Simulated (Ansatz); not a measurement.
Mulliken charges of C$_{2}$H$_{6}$GeSe, SMILES `[SeH][CH]1[CH2][GeH2]1` from r2SCAN/def2-TZVPP in Ansatz (PBE0-D4/def2-TZVP geometry).

| atom | x (Å) | y (Å) | z (Å) | charge (e) |
| --- | --- | --- | --- | --- |
| Se1 | -1.786 | 0.509 | -1.265 | -0.082 |
| C2 | -0.048 | 0.590 | -0.437 | -0.128 |
| C3 | 0.821 | -0.650 | -0.633 | -0.209 |
| Ge4 | 0.344 | -0.348 | 1.224 | 0.067 |
| H5 | -2.520 | 1.208 | -0.202 | 0.045 |
| H6 | 0.457 | 1.536 | -0.602 | 0.096 |
| H7 | 1.845 | -0.482 | -0.950 | 0.082 |
| H8 | 0.354 | -1.500 | -1.118 | 0.096 |
| H9 | -0.768 | -1.184 | 1.837 | 0.021 |
| H10 | 1.383 | 0.271 | 2.149 | 0.012 |

Task: By hand: the dipole of these point charges (1 e Å = 4.8032 D).

Result: Σ q r = (0.120, -0.008, 0.186) e Å, of length 0.221 e Å = 1.06 D.

Task: How does the dipole of the full density compare? (Best estimate.)

Result: Computed: (0.212, 0.015, 0.216) e Å, 1.46 D; the point charges give 0.73 times that, at 13° from its direction.

Point charges leave out the atoms' own dipoles, such as those of lone pairs, and Mulliken's split depends on the basis, so the two needn't agree.
